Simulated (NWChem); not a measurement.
Species: C₂H₇Sb; SMILES [CH3][SbH][CH3]

```xyz
10

Sb    -0.3829     0.0150     0.0000
H     -0.5420    -1.7007     0.0000
C      1.0867     0.0095     1.6036
H      1.8870    -0.7143     1.3977
H      1.5193     1.0160     1.6965
H      0.5954    -0.2494     2.5523
C      1.0867     0.0095    -1.6036
H      1.8870    -0.7143    -1.3977
H      0.5954    -0.2494    -2.5523
H      1.5193     1.0160    -1.6965
```
Atoms are numbered in this order, from 1.

Level: PBE0/def2-SVP with def2 effective core potentials on Sb (NWChem), optimised geometry, unscaled harmonic frequencies. def2 effective core potentials on Sb; no spin-orbit coupling.

Task: List the harmonic frequencies with IR intensities, and the thermochemistry.

Result: 
```tsv
frequency (cm⁻¹)	IR intensity (km/mol)
121	0.0
122	0.0
176	0.5
512	15.0
518	28.0
567	1.9
576	4.9
719	2.7
829	41.5
832	18.9
846	40.2
1213	0.2
1227	0.1
1430	2.1
1431	7.7
1439	6.5
1441	8.7
1925	215.7
3070	9.3
3072	11.1
3188	4.0
3188	0.8
3196	3.4
3197	1.5
```

```
Quantity                                                                           Result
-----------------------------------------------------------------------  ----------------
zero-point energy                                                           49.8 kcal/mol
thermal correction to the enthalpy at 298.15 K (with zero-point energy)     54.1 kcal/mol
heat capacity Cv                                                         19.7 cal/(mol K)
entropy at 298.15 K and 1 atm (symmetry number 1)                        77.8 cal/(mol K)
```

Rigid rotor and harmonic oscillator.
